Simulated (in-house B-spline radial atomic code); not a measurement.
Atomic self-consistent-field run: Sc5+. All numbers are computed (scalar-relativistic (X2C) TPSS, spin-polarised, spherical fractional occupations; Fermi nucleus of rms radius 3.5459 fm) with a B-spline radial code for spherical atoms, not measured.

Command:
```bash
python run_scf.py task.json out
```
Settings (nuclear radius in fm, mass in u):
```
Z                21
configuration    [Ne] 3s2 3p4
hamiltonian      x2c
method           tpss,tpss
spin_polarised   True
nucleus          fermi
rms_radius       3.5459
atomic_mass      44.95591
speed_of_light   137.035999084
```

Output (hartree, bohr):
```
 radial grid: 66 intervals, B-splines of order 8, outer radius 12.1053 bohr

 iter        energy (Eh)    residual
    1        -756.496995    2.94e-02
    2        -756.498406    1.05e-03
    3        -756.498407    5.45e-04
    4        -756.498407    2.83e-04
    5        -756.498407    1.33e-05
    6        -756.498407    1.10e-06
    7        -756.498407    1.99e-07

 total energy                      -756.49841
 kinetic                             763.2138
 electron-nucleus                  -1751.8761
 Hartree                             269.1559
 exchange-correlation                -36.9920

 orbital      occ     eigenvalue          <r>       <r^2>       <1/r>       r_max
 1s up      1.000      -164.9832    0.0727335  0.00712752     20.9686     0.04752
 1s down    1.000      -164.9527    0.0727246  0.00712564     20.9704     0.04752
 2s up      1.000       -20.4982     0.342136    0.138559     4.33735      0.2827
 2s down    1.000       -20.4773     0.342002     0.13837     4.33617      0.2828
 2p up      3.000       -17.3000     0.306702    0.116159     4.21091      0.2315
 2p down    3.000       -17.2655     0.306671    0.116051     4.20938      0.2318
 3s up      1.000        -4.7146      1.00632     1.15517     1.39817      0.8967
 3s down    1.000        -4.5649      1.01189     1.16971     1.39133       0.899
 3p up      3.000        -3.8608      1.05032     1.27551     1.29728      0.9188
 3p down    1.000        -3.7191      1.05946     1.30046     1.28791      0.9232
```

Radii and densities under X2C are those of the two-component orbitals, without the picture-change correction, which makes inner s shells of heavy atoms about 5 % too small.
